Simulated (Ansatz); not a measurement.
Cost and result up the ladder for (HGaSe)4 cubane (Ga4H4Se4) (12 atoms). Charge 0, multiplicity 1. Geometry: PBE-D4/def2-SVP.

```xyz
12

Ga    0.896    1.033    1.435
H     1.606    1.850    2.570
Se   -1.306   -0.055    1.928
Ga   -1.774    0.799   -0.381
H    -3.177    1.431   -0.682
Se    0.275    2.208   -0.688
Ga    1.112    0.047   -1.641
H     1.991    0.084   -2.938
Se    2.083   -0.940    0.447
Ga   -0.235   -1.879    0.586
H    -0.421   -3.365    1.050
Se   -1.053   -1.213   -1.686
```

Ansatz on 2 threads of AMD EPYC 7R13 on a shared host and a share (18 GiB) of an NVIDIA H100 80GB HBM3. Times are rough, and most runs start from the orbitals of an earlier one. PBE0-D4/def2-TZVP serves as the yardstick here, not as an exact answer. Differences are given only for rows in sets of like size (and for xTB, whose basis is part of the method), since another set adds its own error. Binding counts from free atoms at the same level (Ga doublet, H doublet, Se triplet; other spins of the atoms weren't run), without zero-point energy or a counterpoise term.

Correlated methods freeze 72 core orbitals; core or outer-core shells of Ga, Se are correlated, in sets that lack core-valence functions. The rows differ in basis, and correlated rows in double-zeta sets carry the largest basis error. Single mean-field runs in def2-TZVP are fitted with def2-universal-jkfit.

Correlated methods converge slowly with the basis, most of all in double-zeta sets.

```
                          level  functions  binding energy per atom (eV)  difference from PBE0-D4/def2-TZVP (eV)
             BHLYP-D4/def2-TZVP        408                          2.83                                   -0.11
PBE0-D4/def2-TZVP (with forces)        408                          2.93                                    0.00
                PBE-D4/def2-SVP        276                          2.96                                       –
            r2SCAN-D4/def2-TZVP        408                          2.97                                    0.03
               PBE0-D4/def2-SVP        276                          2.95                                       –
                  MP2/def2-TZVP        408                          2.97                                    0.03
                   HF/def2-TZVP        408                          2.00                                   -0.94
 PBE-D4/def2-TZVP (with forces)        408                          2.94                                    0.01
           r2SCANh-D4/def2-TZVP        408                          2.95                                    0.02
               CCSD(T)/def2-SVP        276                          2.71                                       –
```

Estimate how long each takes.

HF/def2-TZVP 3.3 s; PBE-D4/def2-SVP 4.5 s; BHLYP-D4/def2-TZVP 4.8 s; r2SCANh-D4/def2-TZVP 6 s; PBE0-D4/def2-SVP 6 s; r2SCAN-D4/def2-TZVP 6.5 s; PBE0-D4/def2-TZVP (with forces) 7 s; MP2/def2-TZVP 9 s; PBE-D4/def2-TZVP (with forces) 9.5 s; CCSD(T)/def2-SVP 22 s. On shared hardware such times vary by a factor of up to 3.
